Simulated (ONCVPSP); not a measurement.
## Before and after: ONCV potential for manganese (Mn)

- Element: Mn
- Generator: ONCVPSP 4.0.1
- Type: optimised norm-conserving Vanderbilt (ONCV)
- Functional: PBEsol
- Relativity: scalar-relativistic
- Frozen core: [Ar]
- Valence charge: 7
- Reference configuration: 3d5 4s2
- Partial waves: 4s: rc 2.80 bohr, ncon 4, nbas 7, qcut 2.2 1/bohr, 2 projectors, debl 1.6 Ha; p scattering state at 0.3 Ha: rc 2.40 bohr, ncon 4, nbas 8, qcut 4.1 1/bohr, 2 projectors, debl 1.9 Ha; 3d: rc 2.00 bohr, ncon 4, nbas 9, qcut 7.2 1/bohr, 2 projectors, debl 3.7 Ha
- Local potential: polynomial inside 1.40 bohr (lpopt 5, dvloc0 2 Ha)
- Core correction: polynomial model core, fcfact 0.65

In the p channel the program set the typed energies aside and used 0.050, 1.950 Ha.

All-electron outer shells of the reference configuration (PBEsol, scalar-relativistic, ld1.x):

```
shell  level (eV)  outermost node (bohr)  outermost maximum (bohr)
   3p      -54.48                   0.31                      0.75
   3d       -6.79                      –                      0.76
   4s       -5.12                   1.05                      2.51
```

Change: all radii but the core radius scaled by about 0.86 (s 2.40, p 2.06, d 1.72 bohr); local potential polynomial inside 1.20 bohr (lpopt 5, dvloc0 2 Ha).

Cutoffs: the cutoffs (Ha) at which the residual kinetic energy of the hardest occupied pseudo-wave falls to 1 and 0.1 mHa per electron; they do not see the model core or the augmentation charge, which bear on the density cutoff. Errors are all-electron minus pseudo energies relative to the spin-unpolarised reference configuration.

Q: How do hardness, ghosts and transferability respond?

A: The potential gets harder (22 Ha and 25 Ha → 27 Ha and 95 Ha); the lowest positive-energy flag moves from s at 45.6 eV to s at 18.4 eV; of the 4 tests that both files solve, the error grows in 0 and shrinks in 3 by more than 15 % and 0.3 meV (median size 62.0 → 31.3 meV); neither file shows a bound ghost. A smaller radius makes the pseudo-wave follow the all-electron one further in, where it bends more sharply, so more plane waves are needed. Less of the atom is replaced, so other configurations are described better.

```csv
quantity,base,changed
"cutoff, loose",22 Ha,27 Ha
"cutoff, tight",25 Ha,95 Ha
loose cutoff by channel,"s 5.4 Ha, d 22 Ha","s 7.9 Ha, d 27 Ha"
bound ghosts,none,none
GHOST(+) flags under 300 eV,"s at 45.6 eV, p at 98.2 eV","s at 18.4 eV, p at 87.7 eV"
"error for 3d5 4s1, meV [ΔE 8.43 eV]",-3.9,-3.4
"error for 3d5 4s0, meV [ΔE 23.95 eV]",-38,-24
"error for 3d4 4s0, meV [ΔE 56.42 eV]",-225,-144
"error for 3d4 4s2, meV [ΔE 13.21 eV]",+87,-39
"rms error of d²Exc/dni dnj with the model core, mHa",2.10,2.65
```

Changed file: The cutoffs count occupied waves only; projector 2 of the d channel, the hardest unoccupied one, needs 89 Ha at the loose tolerance.
